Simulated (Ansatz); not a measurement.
Consider the substitution at a C–Sn bond: `C#[C][SnH]([CH3])[CH3]` + `CB(O)S` → `COB(C)S` + `C#[C][SnH2][CH3]`.

Computed with Ansatz on PBE0-D4/def2-TZVP structures; ΔE is electronic, products minus reactants. CCSD(T)/CBS adds triple-zeta CCSD(T) − MP2 to the extrapolated MP2 energy (def2 sets, frozen cores). Functionals use def2-TZVPP. B3LYP here is the variant with VWN-RPA as its local correlation; programs differ in this. Elements past krypton have def2 core potentials. For Sn outer-core shells are correlated without core-valence functions, which leaves a few kJ/mol of doubt a bond. One conformer a species, not always the lowest.

`C#[C][SnH]([CH3])[CH3]`:

Cartesian coordinates in Å:
```
C -2.832 -0.161 1.209
C -1.674 -0.279 0.888
Sn 0.331 -0.457 0.306
C 0.350 -0.926 -1.777
C 1.281 1.411 0.713
H -3.854 -0.059 1.495
H 1.014 -1.720 1.235
H -0.188 -1.858 -1.952
H 1.376 -1.036 -2.130
H -0.136 -0.126 -2.336
H 2.334 1.368 0.433
H 0.792 2.201 0.143
H 1.205 1.642 1.775
```

`CB(O)S`:

Cartesian coordinates in Å:
```
C -0.531 -0.619 -0.755
B 0.011 0.205 0.460
O -0.742 0.294 1.588
S 1.626 1.064 0.429
H -0.661 0.023 -1.632
H 0.172 -1.404 -1.047
H -1.491 -1.083 -0.525
H -0.356 0.816 2.296
H 1.973 0.704 -0.815
```

`COB(C)S`:

Z-matrix (Å, degrees):
```
C
O 1 1.412
H 1 1.094 2 111.0
H 1 1.090 2 107.8 3 119.4
H 1 1.094 2 111.0 3 -121.2
B 2 1.353 1 122.7 3 60.1
S 6 1.831 2 118.6 1 -0.0
C 6 1.566 2 119.0 1 179.9
H 7 1.341 6 95.7 2 180.0
H 8 1.094 6 111.1 2 -120.1
H 8 1.094 6 111.2 2 121.4
H 8 1.092 6 111.3 2 0.6
```

`C#[C][SnH2][CH3]`:

```xyz
10

C     0.457    0.895    2.628
C     0.288    0.206    1.651
Sn   -0.009   -0.953   -0.061
C    -0.298    0.377   -1.703
H     0.607    1.501    3.492
H     1.378   -1.924   -0.269
H    -1.380   -1.930    0.213
H    -1.168    1.005   -1.513
H    -0.457   -0.188   -2.621
H     0.581    1.010   -1.818
```

```json
{"level": "PBE-D4", "ΔE (kcal/mol)": "17.9"}
{"level": "PBE0-D4", "ΔE (kcal/mol)": "18.1"}
{"level": "B3LYP-D4", "ΔE (kcal/mol)": "17.0"}
{"level": "PBE0", "ΔE (kcal/mol)": "18.1"}
{"level": "B3LYP", "ΔE (kcal/mol)": "17.2"}
{"level": "HF/def2-TZVPP", "ΔE (kcal/mol)": "15.7"}
{"level": "CCSD(T)/def2-TZVPP", "ΔE (kcal/mol)": "18.6"}
{"level": "HF/def2-QZVPP", "ΔE (kcal/mol)": "15.7"}
```

What does CCSD(T)/CBS give? (Best estimate.)

The calculation gave: +20.0 kcal/mol. The listed levels differ from it by -2.1, -1.9, -3.0, -1.9, -2.8, -4.3, -1.4, -4.3 kcal/mol.

Largest T1 diagnostic among the species: 0.013.

In def2-TZVPP, CCSD(T) changes the Hartree–Fock value by +2.9 kcal/mol (the triples alone add +0.2 kcal/mol) and MP2 by +5.0 kcal/mol.
